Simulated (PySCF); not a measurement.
Simulated C 1s region for `C#C[Si@]1(OC)CCC[SiH2]1`, binding energy against the vacuum level.

Every computed line was given a Gaussian of 1.0 eV full width at half maximum and an area set by the number of equivalent atoms; the highest printed point is 100. Computed, not measured: PySCF 2.14.0, delta-SCF UKS SCAN, pcX-2 on the ionised atom, pcseg-1 elsewhere, spin-free X2C.

binding energy (eV), intensity and a bar:
```
    288.4          0 
    288.5          0 
    288.6          1 
    288.7          1 
    288.8          3 #
    288.9          5 #
    289.0          8 ##
    289.1         13 ####
    289.2         21 ######
    289.3         30 #########
    289.4         41 ############
    289.5         54 ################
    289.6         67 ####################
    289.7         79 ########################
    289.8         90 ###########################
    289.9         97 #############################
    290.0        100 ##############################
    290.1         99 ##############################
    290.2         94 ############################
    290.3         86 ##########################
    290.4         76 #######################
    290.5         65 ####################
    290.6         54 ################
    290.7         44 #############
    290.8         34 ##########
    290.9         26 ########
    291.0         19 ######
    291.1         14 ####
    291.2         11 ###
    291.3          9 ###
    291.4          8 ##
    291.5          9 ###
    291.6         11 ###
    291.7         14 ####
    291.8         17 #####
    291.9         19 ######
    292.0         22 #######
    292.1         23 #######
    292.2         23 #######
    292.3         22 #######
    292.4         20 ######
    292.5         17 #####
    292.6         14 ####
    292.7         10 ###
    292.8          8 ##
    292.9          5 ##
    293.0          3 #
    293.1          2 #
    293.2          1 
    293.3          1 
    293.4          0 
    293.5          0 
    293.6          0
```

Task: Count the maxima, the lines and the sites behind this envelope.

Result: The curve has 2 maxima (at 290.0 and 292.2 eV). Under it lie 6 lines from 6 inequivalent carbon sites. At this width some lines have no maximum of their own.

Task: Decompose the envelope and assign each component. Numbering: `[CH:1]#[C:2][Si@:3]1([O:4][CH3:5])[CH2:6][CH2:7][CH2:8][SiH2:9]1`.

Result: 
```tsv
position (eV)	relative area	line	atoms	environment
289.83	1	C 1s	C6	sp3 carbon bound to silicon
289.92	1	C 1s	C8	sp3 carbon bound to silicon
289.95	1	C 1s	C2	alkyne carbon
290.13	1	C 1s	C1	terminal alkyne carbon
290.55	1	C 1s	C7	ring CH2 carbon
292.16	1	C 1s	C5	methoxy carbon
```

Task: What are the centre and the root-mean-square width of the whole band?

Result: The area-weighted mean of the lines is 290.42 eV. Their own spread about it is 0.81 eV (rms) and each Gaussian has σ = 1.0/2.355 = 0.42 eV; the variances add, which gives 0.92 eV.

Lowest listed C 1s: C6, bonded to C, 2 H and Si. Highest, 2.33 eV above it: C5, bonded to O and 3 H. The widest gap between neighbouring values is 1.61 eV, between 290.55 and 292.16 eV. The values 289.92 and 289.95 eV lie too close for their order to be trusted.

The curve has no shake-up lines and no vibrational structure. Spin contamination (⟨S²⟩ against 0.75 for a pure doublet) is marked for C 1s of C2 (0.87), which makes this value less certain. Isolated species at its PBE0-D3(BJ)/def2-SVP geometry (one conformer only).

The run took 7.7 min of wall time on an Arm Neoverse N1 with one thread, no GPU, shared host with 64 logical CPUs at a one-minute load of 60, and the process peaked at 0.70 GiB of memory.
